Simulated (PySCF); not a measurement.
# Bond curve of GaP

Set-up: basis Ga def2-TZVPPD, P def2-TZVPPD; no relativity; PySCF 2.14. Energies in eV from Ga + P in their ground configurations at the same level. State: ³Σ⁻ (triplet), unpaired electrons π ↑↑.

```tsv
R (Å)	LDA	BHandHLYP	UHF-SCS-MP2	B2PLYP
2.116	-2.224	-1.394	-1.257	-1.454
2.214	-2.530	-1.743	-1.606	-1.803
2.312	-2.687	-1.933	-1.794	-1.995
2.386	-2.735	-1.999	-1.858	-2.063
2.460	-2.738	-2.016	-1.874	-2.083
2.534	-2.707	-1.997	-1.852	-2.066
2.632	-2.627	-1.928	-1.780	-2.001
2.755	-2.484	-1.796	-1.640	-1.874
2.903	-2.277	-1.597	-1.419	-1.680
3.100	-1.977	-1.302	-1.031	-1.391
```

**Question.** Put a parabola through the three lowest points of the LDA curve and estimate Re, k and ωe (reduced mass 21.37 u; 1 eV/Å² = 0.16022 mdyn/Å; ωe = 1302.8·√(k/μ) cm⁻¹).

**Answer.** Through R = 2.386, 2.46, 2.534 Å the second-order coefficient is 3.10 eV/Å², so Re ≈ 2.430 Å, k ≈ 0.995 mdyn/Å and ωe ≈ 281 cm⁻¹. A polynomial fit of higher order to the unrounded LDA energies gives Re = 2.428 Å, k = 1.12 mdyn/Å, ωe = 299 cm⁻¹; anharmonicity and rounding make the difference.

The higher-order fit for each curve: LDA: Re = 2.428 Å, ωe = 299 cm⁻¹, De = 2.74 eV; BHandHLYP: Re = 2.455 Å, ωe = 296 cm⁻¹, De = 2.02 eV; UHF-SCS-MP2: Re = 2.451 Å, ωe = 300 cm⁻¹, De = 1.87 eV; B2PLYP: Re = 2.460 Å, ωe = 293 cm⁻¹, De = 2.08 eV.

Correlated steps freeze 14 core orbitals. Spin–orbit coupling is left out. B2PLYP dipoles, levels and charges come from its SCF part alone. The state was picked by a PBE0 search and need not be the measured ground state.
